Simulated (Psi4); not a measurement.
Calculation: Psi4 with SAPT0/jun-cc-pVDZ, frozen core.

Psi4 input:

```
molecule {
0 1
C -0.66144842 0.03308059 -0.00430277
C 0.66145048 -0.03307873 0.00430283
H -1.18466033 0.98129461 0.02175986
H -1.27631386 -0.85818243 -0.03775663
H 1.18465439 -0.98129588 -0.02175874
H 1.27631774 0.85818184 0.03775544
--
0 1
F 1.11508594 -1.11771920 3.03592495
C -0.10570033 -0.82169390 3.50282259
F -1.00545191 -1.56602275 2.84517721
F -0.35561602 0.47006390 3.24867924
H -0.16098455 -1.01679785 4.57394524
units angstrom
symmetry c1
no_reorient
no_com
}
set basis jun-cc-pvdz
set scf_type df
set freeze_core true
energy('sapt0')
```

Part of the output:

```
    SAPT Results
  --------------------------------------------------------------------------------------------------------
    Electrostatics                 -2.99821709 [mEh]      -1.88140963 [kcal/mol]      -7.87181789 [kJ/mol]
      Elst10,r                     -2.99821709 [mEh]      -1.88140963 [kcal/mol]      -7.87181789 [kJ/mol]

    Exchange                        6.65918390 [mEh]       4.17870099 [kcal/mol]      17.48368493 [kJ/mol]
      Exch10                        6.65918390 [mEh]       4.17870099 [kcal/mol]      17.48368493 [kJ/mol]
      Exch10(S^2)                   6.62855841 [mEh]       4.15948320 [kcal/mol]      17.40327770 [kJ/mol]

    Induction                      -0.33303887 [mEh]      -0.20898504 [kcal/mol]      -0.87439342 [kJ/mol]
      Ind20,r                      -4.74869727 [mEh]      -2.97985252 [kcal/mol]     -12.46770296 [kJ/mol]
      Exch-Ind20,r                  4.93185181 [mEh]       3.09478373 [kcal/mol]      12.94857514 [kJ/mol]
      delta HF,r (2)               -0.51619341 [mEh]      -0.32391625 [kcal/mol]      -1.35526561 [kJ/mol]

    Dispersion                     -2.36415934 [mEh]      -1.48353238 [kcal/mol]      -6.20709950 [kJ/mol]
      Disp20                       -2.88658200 [mEh]      -1.81135755 [kcal/mol]      -7.57871999 [kJ/mol]
      Exch-Disp20                   0.52242265 [mEh]       0.32782516 [kcal/mol]       1.37162049 [kJ/mol]
      Disp20 (SS)                  -1.44329100 [mEh]      -0.90567877 [kcal/mol]      -3.78935999 [kJ/mol]
      Disp20 (OS)                  -1.44329100 [mEh]      -0.90567877 [kcal/mol]      -3.78935999 [kJ/mol]
      Exch-Disp20 (SS)              0.28957545 [mEh]       0.18171134 [kcal/mol]       0.76028024 [kJ/mol]
      Exch-Disp20 (OS)              0.23284720 [mEh]       0.14611383 [kcal/mol]       0.61134024 [kJ/mol]

  Total HF                          3.32792794 [mEh]       2.08830631 [kcal/mol]       8.73747361 [kJ/mol]
  Total SAPT0                       0.96376860 [mEh]       0.60477393 [kcal/mol]       2.53037411 [kJ/mol]
```
